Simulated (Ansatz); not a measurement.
A nudged elastic band was laid between two geometries of CH5MgSb (8 atoms, charge 0, multiplicity 1).

The calculation used Ansatz, RKS BLYP-D4/def2-SVP.

```
movable images  : 8
climbing image  : no
spring          : 5.0 eV/Å²
optimiser       : quadratic models (default)
start path      : through a guess of the saddle point
force threshold : 0.05 eV/Å
iteration limit : 60
end points      : relaxed
```

First end point:

```xyz
8
Properties=species:S:1:pos:R:3
C -1.060 1.530 -0.533
Mg -0.165 -0.220 0.241
Sb 1.015 -2.539 1.266
H -1.847 1.292 -1.281
H -0.315 2.184 -1.035
H -1.541 2.133 0.268
H 1.478 -2.844 -0.393
H 2.434 -1.536 1.468
```

Last end point:

```xyz
8
Properties=species:S:1:pos:R:3
C -1.059 1.521 -0.552
Mg -0.179 -0.318 -0.003
Sb 0.978 -2.755 0.725
H -2.058 1.651 -0.080
H -1.204 1.594 -1.652
H -0.435 2.388 -0.244
H 2.320 -2.228 -0.265
H 1.637 -1.853 2.071
```

(1) What changes between the two ends?

(2) Give the energies along the band, and the barrier.

(3) What is the geometry of the highest image?

## Answers

(1) No bond is made or broken.  The two ends are copies of one structure, up to a mirror image or an exchange of like atoms.

(2) It converged. The highest image is number 6 of 0 to 9, 0.000 eV above the ends, which have the same energy within 2 meV. The top lies less than 8 meV above the higher end, about what the thresholds resolve: that end is a shoulder or a very shallow well. No image climbed, so the highest image needn't sit at the top of the path.

```csv
image,path coordinate (Å),energy (eV)
0,0.00,0.000
1,0.32,0.000
2,0.63,0.000
3,0.95,0.000
4,1.27,0.000
5,1.59,0.000
6,1.90,0.000
7,2.22,0.000
8,2.54,0.000
9,2.85,0.000
```

(3) 
```xyz
8
Properties=species:S:1:pos:R:3
C -1.068 1.517 -0.566
Mg -0.186 -0.288 0.083
Sb 0.950 -2.694 0.942
H -2.177 1.473 -0.515
H -0.799 1.754 -1.619
H -0.746 2.381 0.055
H 2.093 -2.455 -0.360
H 1.933 -1.688 1.981
```

Time of the run: 3.1 min on 1 thread of Arm Neoverse V1, on a shared host, peak memory 0.12 GiB.
